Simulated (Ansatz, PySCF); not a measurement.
This Ansatz (a quantum-chemistry and plane-wave program) input computes a B3LYP/def2-TZVPD energy:

Ansatz 0.2 input:
```yaml
crystal:
  periodic: [false, false, false]
  atoms:
    - {symbol: B, position_ang: [0.00144604, 0.01559745, 0.00559125]}
    - {symbol: F, position_ang: [0.11929456, 1.28674615, 0.46126244]}
    - {symbol: N, position_ang: [1.19069662, -0.70369404, -0.24118337]}
    - {symbol: N, position_ang: [-1.30154180, -0.49191464, -0.18740884]}
    - {symbol: H, position_ang: [1.22007218, -1.64802679, -0.57866949]}
    - {symbol: H, position_ang: [2.09293198, -0.29117585, -0.08569098]}
    - {symbol: H, position_ang: [-2.11378102, 0.06629200, 0.00507642]}
    - {symbol: H, position_ang: [-1.50418812, -1.41653120, -0.51988868]}
basis:
  gaussian:
    orbitals: def2-TZVPD
hamiltonian:
  xc: {name: B3LYP}
output: {forces: true}
```

Task: Write an input for the same energy in PySCF and say what it gives.

Result: 
```python
from pyscf import gto, scf, dft

mol = gto.M(
    atom='''
    B     0.00144604    0.01559745    0.00559125
    F     0.11929456    1.28674615    0.46126244
    N     1.19069662   -0.70369404   -0.24118337
    N    -1.30154180   -0.49191464   -0.18740884
    H     1.22007218   -1.64802679   -0.57866949
    H     2.09293198   -0.29117585   -0.08569098
    H    -2.11378102    0.06629200    0.00507642
    H    -1.50418812   -1.41653120   -0.51988868
    ''',
    basis='def2-tzvpd',
    charge=0,
    spin=0,
    verbose=4,
)

mf = dft.RKS(mol, xc='b3lyp').density_fit(auxbasis='def2-universal-jkfit')
mf.grids.level = 3
mf.conv_tol = 1e-9
mf.max_cycle = 100
mf.max_memory = 1500
mf.kernel()
if not mf.converged:
    mf = mf.newton()
    mf.kernel(mf.make_rdm1())
mf.analyze()
```
It gives -236.87172 Eh, and Ansatz -236.87166 Eh, a difference of 0.06 mEh, from the treatment of integrals and grids.
